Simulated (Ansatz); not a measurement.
All values below come from frozen-core CCSD(T)/def2-TZVPP // PBE0-D3(BJ)/def2-TZVP (Ansatz, an electronic-structure program).

Ansatz 0.2 input:
```yaml
crystal:
  periodic: [false, false, false]
  atoms:
    - { symbol: C, position_ang: [-1.350337, -0.139673, -0.048414] }
    - { symbol: C, position_ang: [-0.056074, -0.066541, 0.020766] }
    - { symbol: C, position_ang: [1.238043, -0.010102, 0.096186] }
    - { symbol: Cl, position_ang: [2.145698, 1.389432, -0.360901] }
    - { symbol: H, position_ang: [-1.846759, -0.495351, -0.946196] }
    - { symbol: H, position_ang: [-1.976239, 0.155144, 0.788425] }
    - { symbol: H, position_ang: [1.845666, -0.832909, 0.450136] }
basis:
  gaussian: { orbitals: def2-TZVPP }
correlation:
  method: ccsd_t
```

Output:

```
Functional definition: HF
1059 factors; integrals over basis functions are off by at most 8.1e-4 eV
mean field evaluation 1: about -15639.7610 eV, gradient 2.5e1 eV
mean field evaluation 2: about -15640.0078 eV, gradient 2.5e1 eV
mean field evaluation 4: about -15641.9531 eV, gradient 3.8e0 eV
mean field evaluation 8: about -15642.0032 eV, gradient 2.6e-1 eV
mean field evaluation 16: about -15639.7590 eV, gradient 2.5e1 eV
mean field -15642.00363251 eV, -574.8330309640 hartree, gradient 2.1e-6 eV, S^2 0.000000; 0 other end points of the search recorded, 0 dependent functions left out
8 core orbitals not correlated
reference -15642.00363251 eV, -574.8330309640 hartree; 11, 11 occupied and 158, 158 virtual orbitals, 1059 factors
second order -17.87138993 eV of doubles, -0.00000000 eV of singles
cycle   1  -18.25414836 eV  change   -3.8e-1 eV  update   9.5e-2
cycle   2  -18.72932572 eV  change   -4.8e-1 eV  update   3.1e-2
cycle   3  -18.84008927 eV  change   -1.1e-1 eV  update   1.5e-2
cycle   4  -18.83470893 eV  change    5.4e-3 eV  update   4.2e-3
cycle   5  -18.83605465 eV  change   -1.3e-3 eV  update   1.7e-3
cycle   6  -18.83655870 eV  change   -5.0e-4 eV  update   4.5e-4
cycle   7  -18.83651188 eV  change    4.7e-5 eV  update   1.8e-4
cycle   8  -18.83654660 eV  change   -3.5e-5 eV  update   5.8e-5
cycle   9  -18.83656189 eV  change   -1.5e-5 eV  update   2.1e-5
perturbative correction -0.92790515 eV, -0.0340998853 hartree
Total energy: -15661.76809955 eV, -575.5593617308 hartree
```

Cost: about 60 core-seconds (a rough figure).
